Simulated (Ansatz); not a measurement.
Ansatz (a program for electronic structure) input (wB97X-V/def2-TZVPD):

Ansatz 0.2 input:
```yaml
crystal:
  periodic: [false, false, false]
  atoms:
    - {symbol: C, position_ang: [-2.89384347, -0.32148906, 0.03339336]}
    - {symbol: C, position_ang: [-1.39367157, -0.29784496, 0.01660704]}
    - {symbol: C, position_ang: [-0.61276008, -1.51825524, 0.01239276]}
    - {symbol: C, position_ang: [0.70826592, -1.28578480, -0.00316570]}
    - {symbol: Se, position_ang: [1.20616025, 0.50396356, -0.01527612]}
    - {symbol: C, position_ang: [-0.65313646, 0.84099167, 0.00418431]}
    - {symbol: H, position_ang: [-3.30083137, 0.68951702, 0.03421368]}
    - {symbol: H, position_ang: [-3.26843538, -0.83888335, 0.91998727]}
    - {symbol: H, position_ang: [-3.28803628, -0.84534513, -0.84082146]}
    - {symbol: H, position_ang: [-1.06341999, -2.50179930, 0.02101878]}
    - {symbol: H, position_ang: [-1.01785144, 1.85604417, 0.00451921]}
basis:
  gaussian:
    orbitals: def2-TZVPD
hamiltonian:
  xc: {name: wB97X-V}
magnetization: {spin_polarized: true, initial_magnetization: 1}
output: {forces: true}
```

End of the output:

```
the calculation of the forces begins
reference -70607.44613710 eV, -2594.7757860923 hartree; 35, 34 occupied and 252, 253 virtual orbitals, 1562 factors
Total energy: -70607.44613710 eV, -2594.7757860923 hartree
Atom 0 at    -2.893843    -0.321489     0.033393 Å, force    -0.051476    -0.017455     0.000637 eV/Å
Atom 1 at    -1.393672    -0.297845     0.016607 Å, force     0.149722     0.276959    -0.002683 eV/Å
Atom 2 at    -0.612760    -1.518255     0.012393 Å, force     0.189671    -0.040703    -0.001962 eV/Å
Atom 3 at     0.708266    -1.285785    -0.003166 Å, force    -0.035196     0.321204    -0.000787 eV/Å
Atom 4 at     1.206160     0.503964    -0.015276 Å, force    -0.456743    -0.251356     0.006007 eV/Å
Atom 5 at    -0.653136     0.840992     0.004184 Å, force     0.347391    -0.311976    -0.002722 eV/Å
Atom 6 at    -3.300831     0.689517     0.034214 Å, force    -0.023367     0.080499    -0.000035 eV/Å
Atom 7 at    -3.268435    -0.838883     0.919987 Å, force    -0.005772    -0.031430     0.060678 eV/Å
Atom 8 at    -3.288036    -0.845345    -0.840821 Å, force    -0.007119    -0.031874    -0.060302 eV/Å
Atom 9 at    -1.063420    -2.501799     0.021019 Å, force    -0.039201    -0.106579     0.000827 eV/Å
Atom 10 at    -1.017851     1.856044     0.004519 Å, force    -0.067910     0.112711     0.000342 eV/Å
Dipole moment:    -0.320228     0.077319     0.003281 e Å
```

It need not be the lowest isomer of its formula.
